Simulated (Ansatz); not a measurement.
A made-up structure of AlBSiH₅O (charge +1), closed shell:

Si1  (-0.825, 1.820, -1.507)
Al2  (-0.019, -0.086, -0.162)
B3  (0.698, -1.760, 1.044)
O4  (0.911, -1.408, 2.308)
H5  (0.589, -0.906, 3.073)
H6  (-1.577, 2.682, -0.566)
H7  (0.393, 2.472, -2.044)
H8  (0.869, -2.851, 0.588)
H9  (1.230, -2.101, 2.903)
(Å)

It is relaxed with PBE-D4/def2-SVP and then PBE0-D4/def2-TZVP (Ansatz 0.2.0). Atoms count as bonded within 1.22 times the sum of their covalent radii (H–H: 0.88 Å). The end point is not checked to be a true minimum.

Task: Does its bonding change? (A judgement: the text doesn't fix the answer.)

Result: Computed: Yes. Formed: Si1–B3; broken: none.

Where it ends: The first stage lowers the energy by 2.48 eV in 29 steps. It ends as AlBSiH₅O ([OH2][BH]1[Al][SiH2]1), total charge +1:
```
9
angstrom
Si -0.1432 0.7762 -0.5733
Al 2.1104 1.0035 0.1463
B 0.8017 -0.5651 0.7195
O 0.0032 -1.3199 1.7515
H -0.5417 -0.8463 2.3966
H -0.4247 2.0373 0.1801
H -1.3850 0.3125 -1.2508
H 1.5771 -1.3341 0.2106
H 0.2711 -2.2014 2.0566
```

Labels in which every atom is bracketed show which atoms are joined, not bond orders.

For scale, one of the runs: PBE0-D4/def2-TZVP relaxation, 166 basis functions, launched by `ansatz run in.yaml --threads 2 --pin off --events-out ev --progress --plain --max-ram 4352MiB`. The run took about 38 s on 2 CPU threads of an Arm Neoverse V2 (shared host).
